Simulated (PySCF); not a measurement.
3-silyloxypropanenitrile (C3H7NOSi), SMILES O(CCC#N)[SiH3].

Geometry: B3LYP-D3(BJ)/def2-SVP. The values are those of a single conformer.

Method: PBE/def2-TZVP run with PySCF.

Gas-phase values at a fixed geometry.

Q: Estimate the frontier levels, gap, dipole moment and polarisability. (An estimate is asked for; the answer gives what the named calculation found.)

A: 
- highest occupied level = -7.13 eV
- lowest empty level = -1.03 eV
- orbital gap = 6.11 eV
- dipole moment = 3.47 D
- quadrupole, principal values (traceless, Buckingham form, about the centre of nuclear charge) = -18.90, 8.75, 10.14 D·Å
- mean static polarisability = 71.4 bohr³ (10.57 Å³)
- polarisability, principal values = 58.2, 61.5, 94.5 bohr³
